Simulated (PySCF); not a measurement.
## Vertical excitation energies

Species: C2H10N2Si3.
SMILES: `[SiH3][Si@@H](NC)[SiH2]C#N`

Method: TDDFT CAM-B3LYP/def2-SVPD, vertical, gas phase, core orbitals frozen in the response (PySCF 2.14.0, density-fitted response routines). One conformer (not necessarily the lowest) at the GFN2-xTB geometry, without solvent, vibrations or thermal averaging. Torsions of this conformer, `[CH3:1][NH:2][Si@H:3]([SiH3:4])[SiH2:5][C:6]#[N:7]`: C1–N2–Si3–Si4 58°, N2–Si3–Si5–C6 4°.

| state | E (eV) | λ (nm) | ν̃ (cm⁻¹) | f | main configurations (H = HOMO, L = LUMO) |
| --- | --- | --- | --- | --- | --- |
| S1 | 4.67 | 265.2 | 37700 | 0.0097 | H→L (96%) |
| S2 | 5.37 | 231.0 | 43290 | 0.047 | H→L+1 (94%) |
| S3 | 6.14 | 201.9 | 49540 | 0.073 | H→L+2 (74%), H→L+3 (14%) |
| S4 | 6.29 | 197.0 | 50760 | 0.0099 | H→L+3 (46%), H→L+2 (18%), H-1→L (16%) |
| S5 | 6.61 | 187.7 | 53270 | 0.044 | H-1→L (68%), H→L+3 (14%) |
| S6 | 6.82 | 181.7 | 55040 | 0.023 | H-2→L (32%), H→L+4 (26%), H→L+5 (13%) |
| S7 | 6.86 | 180.7 | 55340 | 0.017 | H→L+4 (40%), H-2→L (14%), H→L+3 (9%) |
| S8 | 6.98 | 177.6 | 56300 | 0.0070 | H→L+6 (21%), H-2→L (19%) |

Triplets (Tamm–Dancoff): T1 4.28 eV, H→L (91%); T2 4.97 eV, H→L+1 (88%); T3 5.64 eV, H→L+2 (70%).

The lowest singlet lies at 4.67 eV (265 nm, ultraviolet) and is weak; its leading configuration is HOMO→LUMO (96%). The most intense listed level is S3 at 6.14 eV (202 nm, f = 0.073), 1.47 eV above S1. Löwdin shares by element: HOMO nitrogen 47% or more, silicon 21% or more, carbon 9% or more (atoms not listed hold the other 22%); LUMO silicon 64%, carbon 6% or more (atoms not listed hold the other 29%). Weighted by f, the mean energy of these states is 6.16 eV. Orbital energies (eV): HOMO-3 -11.03, HOMO-2 -10.58, HOMO-1 -10.19, HOMO -8.23, LUMO -0.37, LUMO+1 0.16, LUMO+2 0.70. Of the 8 states listed, 5 reach f = 0.01 and none stays under 0.0005. Singlets were solved by full linear response, triplets in the Tamm–Dancoff approximation.
